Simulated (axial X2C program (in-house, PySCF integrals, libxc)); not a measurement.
Results of a calculation; reference values are marked as such.
# PdH⁻: input and output

Program: an in-house all-electron X2C program for linear molecules (integrals from PySCF).

Input file and command:
```json
{
 "zs": [
  46,
  1
 ],
 "q": -1,
 "bas": [
  "dyall-acv3z",
  "dyall-av3z"
 ],
 "levels": [
  "PBE0",
  "HF",
  "B97-3"
 ],
 "cc": true,
 "r0": 1.52,
 "thr": -2.0,
 "nmax": 90,
 "npts": 10,
 "nst": 2,
 "ntry": 6
}
```
```bash
python so2c.py task.json out
```

Keys: zs atomic numbers; q charge; bas basis sets; levels methods; cc coupled cluster on or off; r0 starting distance in Å; thr threshold in hartree for freezing inner shells (an s shell follows its p shell); nmax most natural virtual spinors; npts points on the curve; nst determinants followed; ntry starts of the search. HF also brings MP2.

Output of the HF step, 2c, at R = 1.542 Å for the state Ω = 0. It starts from PBE0 orbitals of this distance.

```
two-component X2C + atomic mean field  HF
basis functions 185  fitting functions 867  grid points 5071
iter        total energy     max residual
   1      -5041.236480324     3.64e-01
   2      -5041.259024117     5.00e-03
   3      -5041.260132750     4.60e-03
   4      -5041.260609865     1.60e-03
   5      -5041.260756912     5.42e-04
   6      -5041.260781685     2.30e-04
   7      -5041.260786913     9.71e-05
   8      -5041.260787966     3.99e-05
   9      -5041.260788445     2.23e-05
  10      -5041.260788565     1.75e-05
  11      -5041.260788637     9.53e-06
  12      -5041.260788658     3.69e-06
  13      -5041.260788660     1.17e-06
converged
one-electron -6996.68014370  Coulomb 2085.46175977  exact exchange -143.20909106  xc functional 0.00000000  nuclear repulsion 15.78609060  atomic mean-field constant -2.61940427
correlated 12  virtual 256  natural virtual 90  E(MP2) -0.473065183  MP2 remainder -0.024912128
iter   CCSD correlation   residual
   1     -0.385487827   2.22e-01
   2     -0.402929610   1.08e-01
   3     -0.406594965   3.24e-02
   4     -0.406929246   1.66e-02
   5     -0.407050809   6.54e-03
   6     -0.407119615   3.12e-03
   7     -0.407104733   1.78e-03
   8     -0.407109601   7.60e-04
   9     -0.407116959   2.68e-04
  10     -0.407114415   1.04e-04
  11     -0.407114891   3.81e-05
  12     -0.407114433   1.70e-05
  13     -0.407114309   7.94e-06
  14     -0.407114297   4.61e-06
(T) -0.025373924  T1 0.0423  D1 0.0910  max T2 0.077
```
Energies are in hartree; totals compare only within one Hamiltonian and basis. T1 is large, a sign of multireference character or of a spin-contaminated reference. T1 in the output is the amplitude norm over the root of the electron number; divide by √2 for the Lee–Taylor value.
